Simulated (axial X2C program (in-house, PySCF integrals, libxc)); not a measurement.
**A run on Nd₂ that gave no curve**

A calculation with an in-house relativistic program for diatomic molecules was to scan the bond of Nd₂, spin-free and two-component.

Input:
```json
{"zs": [60, 60], "q": 0, "bas": ["dyall-cv3z", "dyall-cv3z"], "levels": ["PBE0", "HF", "B3LYP", "BLYP", "PBEsol"], "cc": true, "r0": 3.48, "thr": -2.0, "nmax": 140}
```
```bash
python so2c.py task.json out
```

Keys: zs atomic numbers; q charge; bas basis sets; levels methods; cc coupled cluster on or off; r0 starting distance in Å; thr threshold in hartree for freezing inner shells (an s shell follows its p shell); nmax most natural virtual spinors. HF also brings MP2.

Outcome:

No determinant converged under both Hamiltonians within the starts and the time share of the PBE0 search, so no state could be followed. This does not show that the molecule is unbound.
